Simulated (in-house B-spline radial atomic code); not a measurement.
Ionisation energies along the 51-electron series, configuration [Kr] 4d10 4f3 5s2, as differences of self-consistent energies. Dirac energy differences include first-order Breit, QED and recoil terms. NIST's values go from ground level to ground level; the uncertainty of those that are theory runs from under 0.1 % in few-electron ions to several per cent in heavy many-electron ones. Computed with a B-spline radial code for spherical atoms: Dirac-Hartree-Fock, average of the configuration, finite nuclei.

```tsv
ion	configuration after	ionisation energy (eV)	IE/(q+1)² (eV)	Breit and QED recoil part (eV)	tabulated value (eV)	tabulated kind	computed minus tabulated (eV)
Pm10+	[Kr] 4d10 4f2 5s2	165.61	1.3687	0.11426	174	tabulated theory	-8.39
Sm11+	[Kr] 4d10 4f2 5s2	196.20	1.3625	0.12365	208	tabulated theory	-11.80
Eu12+	[Kr] 4d10 4f2 5s2	228.77	1.3536	0.132	243	tabulated theory	-14.23
```

Where a p, d or f electron is removed, the computed value is a mean over both j, so it misses the tabulated one by a part of the spin-orbit splitting; averaging over terms and missing correlation add to the gap, relatively most at low charge.
